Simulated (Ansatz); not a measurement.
```yaml
crystal:
  periodic: [false, false, false]
  atoms:
    - {symbol: Au, position_ang: [0.455214, 0.781874, 0.856025]}
    - {symbol: Au, position_ang: [-0.455316, -0.780254, -0.857109]}
    - {symbol: F, position_ang: [0.533494, 1.864233, 2.551721]}
    - {symbol: F, position_ang: [-0.533392, -1.865854, -2.550638]}
basis:
  gaussian: {orbitals: def2-SVPD}
total_charge: -1
magnetization: {spin_polarized: true, initial_magnetization: 1}
hamiltonian: {xc: {name: r2SCAN0}}
scf: {lower_state_search: off}
```

```sh
$ ansatz run in.yaml --threads 4 --pin off --events-out ev --progress --plain --max-ram 3916MiB
```

Output, abridged:

```
Functional definition: r2SCAN0
1096 factors; integrals over basis functions are off by at most 2.5e-4 eV
mean field evaluation 1: about -12813.8795 eV, gradient 2.2e1 eV
mean field evaluation 2: about -12806.8193 eV, gradient 5.0e1 eV
mean field evaluation 4: about -12815.9678 eV, gradient 1.6e0 eV
mean field evaluation 8: about -12816.1974 eV, gradient 2.2e-1 eV
mean field evaluation 16: about -12816.1999 eV, gradient 7.3e-3 eV
mean field -12816.19989911 eV, -470.9866591601 hartree, gradient 4.5e-6 eV, S^2 0.764649; 0 other end points of the search recorded, 0 dependent functions left out
reference -12816.19991414 eV, -470.9866597124 hartree; 29, 28 occupied and 87, 88 virtual orbitals, 1096 factors
Total energy: -12816.19991414 eV, -470.9866597124 hartree
Checks for a lower state left out: stability, starts, cluster_reference, orbital_swaps, neighbouring_geometries, increment
```

Hardware: 4 threads of Intel Xeon on a shared host. Wall time 7.5 s.

In the def2 sets Au takes a core potential; there is no spin–orbit coupling.
